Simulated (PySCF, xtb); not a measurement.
C3H10FNSi, SMILES CC(C)(F)[SiH2]N. Other conformers were not sampled.

Harmonic wavenumbers (cm⁻¹) from GFN2-xTB (xtb 6.7.1) at its own minimum, in rising order: 40, 113, 149, 180, 203, 228, 262, 355, 358, 414, 489, 513, 599, 618, 722, 743, 816, 850, 914, 943, 955, 1007, 1139, 1184, 1207, 1396, 1408, 1478, 1488, 1493, 1506, 1511, 2268, 2288, 3008, 3012, 3031, 3039, 3042, 3047, 3466, 3501.

Question: What does PBE-D3(BJ)/def2-SVP (PySCF) give at its own minimum? (The exact figures need the calculation; the answer reports its results.)

Answer: 68, 118, 185, 211, 228, 254, 274, 338, 350, 404, 433, 524, 589, 710, 810, 823, 865, 882, 890, 899, 919, 959, 1109, 1177, 1181, 1326, 1336, 1390, 1404, 1409, 1428, 1496, 2150, 2170, 2959, 2962, 3048, 3050, 3064, 3068, 3485, 3580. Paired by order, the mean absolute difference is 43 cm⁻¹ and the zero-point energies are 78.6 and 77.9 kcal/mol.
